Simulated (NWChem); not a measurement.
# Atomisation of C3H6OSi

SMILES: [C@@H]1(OC=C1)[SiH3]
```xyz
11

Si     1.6048     0.2350    -0.1100
C     -0.2203     0.0774    -0.6142
C     -1.2202     0.8637     0.1896
C     -1.6185    -0.3202     0.6857
O     -0.7720    -1.1390    -0.0128
H      2.1236     1.5626    -0.5621
H      1.6950     0.1325     1.3743
H      2.4135    -0.8427    -0.7540
H     -0.3705     0.0599    -1.7074
H     -1.4711     1.9128     0.3165
H     -2.3272    -0.7290     1.4094
```
Charge 0, spin multiplicity 1.

Program: NWChem. All single points use one geometry, from PBE0/def2-SVP, a minimum by its harmonic frequencies. It is one conformer; others weren't searched.

Basis set: def2-TZVP. The atomisation energy is electronic alone: no zero-point, thermal, spin-orbit or counterpoise terms. No value is extrapolated to the basis-set limit. Free atoms are single determinants with multiplicities Si 3, C 3, O 3, H 2.

The structure started from a generated list of species. No SCF solution was tested for a lower state. Open-shell Hartree-Fock references start from PBE0 orbitals.

**Question.** Order these methods by the atomisation energy they give, lowest first: PBE, BP86, PBE0, HF, TPSS, M06-2X.

**Answer.** HF (717.1 kcal/mol), M06-2X (1006.0 kcal/mol), PBE0 (1007.3 kcal/mol), TPSS (1015.8 kcal/mol), PBE (1028.3 kcal/mol), BP86 (1035.4 kcal/mol)
